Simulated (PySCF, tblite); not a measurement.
Isomers of C6H8Cl2O, one GFN2-xTB conformer each. Single-point energies are computed at PBE0/pcSseg-1 (PySCF, gas phase, no added dispersion term), electronic only.

```
               SMILES  GFN2-xTB relative energy (kcal/mol)
CC(C)/C(Cl)=C/C(=O)Cl                                  0.0
CC(C)/C(=C/Cl)C(=O)Cl                                  5.8
```

Conformers: `[CH3:1][CH:2]([CH3:3])/[C:4]([Cl:5])=[CH:6]/[C:7](=[O:8])[Cl:9]` with C1–C2–C4–Cl5 61°, C4–C6–C7–O8 0°; `[CH3:1][CH:2]([CH3:3])/[C:4](=[CH:5]/[Cl:6])[C:7](=[O:8])[Cl:9]` with C1–C2–C4–C5 -19°, C2–C4–C7–O8 -43°.

What does PBE0/pcSseg-1 give for the same structures?

```csv
SMILES,PBE0/pcSseg-1 E (Eh),PBE0/pcSseg-1 (kcal/mol),GFN2-xTB (kcal/mol),point group
CC(C)/C(Cl)=C/C(=O)Cl,-1228.33425,0.0,0.0,Cs
CC(C)/C(=C/Cl)C(=O)Cl,-1228.32294,7.1,5.8,C1
```

Both levels put the same isomer lowest. 

Which frontier levels, dipoles and rotational constants go with these structures?

```tsv
SMILES	HOMO (eV, PBE0/pcSseg-1)	LUMO (eV)	dipole (D)	A, B, C (MHz)
CC(C)/C(Cl)=C/C(=O)Cl	-8.14	-2.27	4.81	2144, 606.2, 525.6
CC(C)/C(=C/Cl)C(=O)Cl	-7.83	-2.04	3.59	1366, 944.6, 661.7
```

What happens when harmonic zero-point energies from GFN2-xTB frequencies are added?

| SMILES | ZPE (kcal/mol) | electronic (kcal/mol) | with ZPE (kcal/mol) |
| --- | --- | --- | --- |
| CC(C)/C(Cl)=C/C(=O)Cl | 79.0 | 0.0 | 0.0 |
| CC(C)/C(=C/Cl)C(=O)Cl | 78.9 | 7.1 | 7.0 |

The zero-point energies span 0.1 kcal/mol. The order is unchanged.
